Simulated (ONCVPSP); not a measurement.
Before and after: ONCV potential for ruthenium (Ru)

| Property | Result |
| --- | --- |
| Element | ruthenium |
| Generator | ONCVPSP 4.0.1 |
| Type | optimised norm-conserving Vanderbilt (ONCV) |
| Functional | PBE |
| Relativity | scalar-relativistic |
| Frozen core | [Ar] 3d10 4s2 |
| Valence charge | 14 |
| Reference configuration | 4p6 4d7.5 5s0.5 |
| Partial waves | 5s: rc 2.30 bohr, ncon 4, nbas 8, qcut 2.5 1/bohr, 2 projectors, debl 2 Ha; 4p: rc 1.25 bohr, ncon 3, nbas 6, qcut 6.3 1/bohr, 2 projectors, debl 1.7 Ha; 4d: rc 1.85 bohr, ncon 4, nbas 8, qcut 9.4 1/bohr, 2 projectors, debl 0.7 Ha |
| Local potential | polynomial inside 1.15 bohr (lpopt 5, dvloc0 0 Ha) |
| Core correction | Teter function, fcfact 3.5, rcfact 1.25 |

Change: p: qcut 5.6.

Cutoffs: the cutoffs (Ha) at which the residual kinetic energy of the hardest occupied pseudo-wave falls to 1 and 0.1 mHa per electron; they do not see the model core or the augmentation charge, which bear on the density cutoff. Errors are all-electron minus pseudo energies relative to the spin-unpolarised reference configuration.

Question: What does the change do?

Answer: The potential gets harder (38 Ha and 83 Ha → 50 Ha and 97 Ha); both files keep a bound ghost (s); the errors of the 4 common tests hardly move.

```csv
quantity,base,changed
"cutoff, loose",38 Ha,50 Ha
"cutoff, tight",83 Ha,97 Ha
loose cutoff by channel,"s 3.0 Ha, p 38 Ha, d 25 Ha","s 3.0 Ha, p 50 Ha, d 25 Ha"
bound ghosts,s,s
GHOST(+) flags under 300 eV,none,none
"error for 4p6 4d7 5s1, meV [ΔE 0.32 eV]",-4.6,-4.5
"error for 4p6 4d7 5s0, meV [ΔE 7.61 eV]",+0.7,+0.7
"error for 4p6 4d6 5s0, meV [ΔE 25.80 eV]",+14,+14
"error for 4p6 4d6 5s1 5p1, meV [ΔE 5.97 eV]",-22,-22
s: phases at 2.34 bohr within 0.05 rad from the reference energy up to (Ha; the scan ends near 5),2.9,2.9
p: phases at 1.27 bohr within 0.05 rad from the reference energy up to (Ha; the scan ends near 5),to the end of the scan,to the end of the scan
d: phases at 1.88 bohr within 0.05 rad from the reference energy up to (Ha; the scan ends near 5),to the end of the scan,to the end of the scan
"rms error of d²Exc/dni dnj with the model core, mHa",1.48,1.47
```

 A true bound ghost makes a file unfit for plane-wave use even where its test errors are small: the radial tests pick states by their node count and pass the ghost by.
